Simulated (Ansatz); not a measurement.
Steps of a relaxation of CH8N2Si2, SMILES `N[SiH]1NC[SiH2]1` with RKS PBE0-D4/def2-TZVP.

```sh
$ ansatz run in.yaml --threads 4 --pin off --events-out ev --progress --plain --max-ram 10444MiB
```

```yaml
crystal:
  periodic: [false, false, false]
  atoms:
    - {symbol: N, position_ang: [-1.788050, -1.572319, 0.395188]}
    - {symbol: Si, position_ang: [-0.187037, -1.039806, -0.011681]}
    - {symbol: N, position_ang: [0.455192, 0.136338, 1.118983]}
    - {symbol: C, position_ang: [1.018311, 1.299391, 0.414110]}
    - {symbol: Si, position_ang: [0.435409, 0.795486, -1.367475]}
    - {symbol: H, position_ang: [-2.570652, -0.917784, 0.455769]}
    - {symbol: H, position_ang: [-2.098177, -2.512236, 0.140901]}
    - {symbol: H, position_ang: [0.542179, -2.352576, -0.200891]}
    - {symbol: H, position_ang: [0.585980, 0.064887, 2.133004]}
    - {symbol: H, position_ang: [2.129501, 1.376081, 0.479611]}
    - {symbol: H, position_ang: [0.598185, 2.271307, 0.763458]}
    - {symbol: H, position_ang: [1.539247, 0.713764, -2.392279]}
    - {symbol: H, position_ang: [-0.639688, 1.702666, -1.913798]}
basis:
  gaussian: {orbitals: def2-TZVP}
hamiltonian: {xc: pbe0, dispersion: d4}
relax: {f_tol: 0.005, max_steps: 150}
```

Positions (Å) and forces (eV/Å) along the path, 8 of 8 steps:

```xyz
13
step=1 energy=-19894.4038 eV
N    -1.788   -1.572    0.395   -0.090    0.048   -0.275
Si   -0.187   -1.040   -0.012   -0.135    0.203    0.397
N     0.455    0.136    1.119   -0.076   -0.336    0.080
C     1.018    1.299    0.414    0.179    0.270   -0.076
Si    0.435    0.795   -1.367    0.016    0.101    0.195
H    -2.571   -0.918    0.456    0.515   -0.418   -0.039
H    -2.098   -2.512    0.141    0.224    0.611    0.155
H     0.542   -2.353   -0.201   -0.140    0.303    0.091
H     0.586    0.065    2.133   -0.076    0.056   -0.697
H     2.130    1.376    0.480   -0.580   -0.100    0.002
H     0.598    2.271    0.763    0.174   -0.550   -0.150
H     1.539    0.714   -2.392   -0.237    0.004    0.215
H    -0.640    1.703   -1.914    0.225   -0.193    0.102
13
step=2 energy=-19894.4636 eV
N    -1.773   -1.555    0.387    0.100    0.054   -0.155
Si   -0.182   -1.030   -0.015   -0.140    0.117    0.357
N     0.452    0.133    1.111   -0.102   -0.266   -0.100
C     1.013    1.292    0.409    0.058    0.121   -0.052
Si    0.424    0.793   -1.356    0.062    0.051    0.078
H    -2.546   -0.907    0.444    0.128   -0.099    0.001
H    -2.079   -2.485    0.134    0.058    0.140    0.051
H     0.546   -2.329   -0.177   -0.025    0.076   -0.001
H     0.586    0.058    2.112   -0.013    0.025   -0.182
H     2.111    1.359    0.480   -0.181   -0.021   -0.020
H     0.594    2.247    0.765    0.059   -0.158   -0.057
H     1.514    0.701   -2.374   -0.056    0.009    0.047
H    -0.640    1.689   -1.904    0.051   -0.047    0.034
13
step=3 energy=-19894.4723 eV
N    -1.769   -1.547    0.379    0.055    0.008   -0.059
Si   -0.184   -1.025   -0.006   -0.034    0.023    0.041
N     0.450    0.128    1.109   -0.019   -0.062   -0.035
C     1.009    1.287    0.406    0.010    0.031   -0.035
Si    0.426    0.789   -1.351   -0.016   -0.008    0.000
H    -2.540   -0.902    0.439   -0.013    0.004    0.015
H    -2.070   -2.476    0.137   -0.004   -0.011    0.017
H     0.548   -2.316   -0.175    0.000   -0.017    0.009
H     0.588    0.055    2.104    0.008    0.013    0.030
H     2.101    1.354    0.474    0.019   -0.008    0.016
H     0.591    2.236    0.759   -0.006    0.010    0.011
H     1.511    0.703   -2.368    0.007    0.002   -0.003
H    -0.639    1.680   -1.892   -0.007    0.015   -0.007
13
step=4 energy=-19894.4729 eV
N    -1.768   -1.547    0.373    0.005    0.000   -0.041
Si   -0.184   -1.025   -0.007   -0.020    0.001    0.011
N     0.448    0.128    1.107   -0.002   -0.022    0.006
C     1.010    1.286    0.405    0.008    0.020   -0.008
Si    0.424    0.791   -1.352    0.007   -0.005   -0.004
H    -2.540   -0.904    0.438   -0.006   -0.008    0.010
H    -2.067   -2.480    0.143   -0.003    0.002    0.017
H     0.546   -2.318   -0.170    0.004   -0.004   -0.002
H     0.585    0.057    2.103    0.005    0.008    0.010
H     2.102    1.349    0.476    0.007   -0.001    0.000
H     0.594    2.236    0.760   -0.004    0.007    0.006
H     1.509    0.705   -2.369    0.003    0.001   -0.005
H    -0.638    1.686   -1.893   -0.004    0.002    0.001
13
step=5 energy=-19894.4721 eV rejected
N    -1.771   -1.537    0.353    0.008   -0.046   -0.015
Si   -0.183   -1.021   -0.009   -0.052   -0.042    0.024
N     0.457    0.120    1.113   -0.005    0.040   -0.151
C     1.005    1.282    0.404    0.048    0.046    0.056
Si    0.427    0.791   -1.358   -0.009   -0.025    0.072
H    -2.549   -0.905    0.440    0.006    0.021    0.001
H    -2.064   -2.482    0.170    0.001   -0.002    0.003
H     0.542   -2.317   -0.179   -0.004   -0.004    0.005
H     0.594    0.056    2.109   -0.001   -0.012    0.009
H     2.097    1.354    0.474    0.008    0.013    0.002
H     0.581    2.228    0.759    0.005    0.015    0.006
H     1.520    0.707   -2.367   -0.013    0.001   -0.001
H    -0.636    1.689   -1.895    0.009   -0.003   -0.010
13
step=6 energy=-19894.4735 eV
N    -1.771   -1.545    0.361   -0.009   -0.010   -0.017
Si   -0.185   -1.024   -0.008   -0.005   -0.008   -0.007
N     0.450    0.127    1.106    0.009    0.016    0.006
C     1.011    1.287    0.404   -0.001   -0.002    0.002
Si    0.425    0.791   -1.353    0.003    0.002    0.002
H    -2.546   -0.908    0.440    0.002   -0.005    0.002
H    -2.066   -2.485    0.155    0.003    0.010    0.013
H     0.544   -2.318   -0.171   -0.001    0.003    0.000
H     0.586    0.059    2.103   -0.001   -0.004    0.003
H     2.103    1.350    0.476   -0.001    0.000    0.000
H     0.594    2.236    0.761    0.001   -0.001   -0.001
H     1.511    0.706   -2.369    0.000    0.000   -0.003
H    -0.637    1.688   -1.892    0.001   -0.001    0.000
13
step=7 energy=-19894.4738 eV
N    -1.774   -1.544    0.348    0.010   -0.003   -0.003
Si   -0.187   -1.022   -0.012   -0.002    0.002    0.005
N     0.449    0.127    1.105    0.000   -0.008    0.002
C     1.012    1.287    0.405    0.002    0.001    0.003
Si    0.427    0.794   -1.353   -0.003   -0.001    0.002
H    -2.551   -0.912    0.436   -0.005    0.001   -0.002
H    -2.062   -2.492    0.179   -0.002    0.000    0.001
H     0.542   -2.316   -0.172   -0.001    0.001   -0.001
H     0.586    0.056    2.102    0.000    0.005   -0.006
H     2.104    1.350    0.478    0.000   -0.001    0.001
H     0.596    2.236    0.762    0.001    0.002   -0.002
H     1.513    0.709   -2.370    0.000    0.000    0.000
H    -0.634    1.692   -1.892    0.000    0.001   -0.001
13
step=8 energy=-19894.4738 eV
N    -1.775   -1.544    0.347   -0.002    0.002   -0.002
Si   -0.188   -1.021   -0.011   -0.001   -0.004    0.001
N     0.450    0.128    1.105   -0.001    0.000    0.000
C     1.013    1.287    0.405   -0.001    0.000   -0.001
Si    0.426    0.795   -1.353    0.000    0.001    0.001
H    -2.554   -0.914    0.429    0.002   -0.001    0.001
H    -2.060   -2.494    0.182    0.002    0.001    0.000
H     0.541   -2.315   -0.171    0.001    0.001    0.000
H     0.586    0.058    2.102   -0.001    0.000    0.001
H     2.106    1.348    0.477    0.001    0.000   -0.001
H     0.598    2.237    0.762    0.001    0.000    0.000
H     1.511    0.708   -2.370   -0.001   -0.001   -0.001
H    -0.634    1.693   -1.891    0.000    0.000    0.000
```

Run time 27 s (4 threads of an Arm Neoverse V2 on a shared host); peak host memory 0.61 GiB.
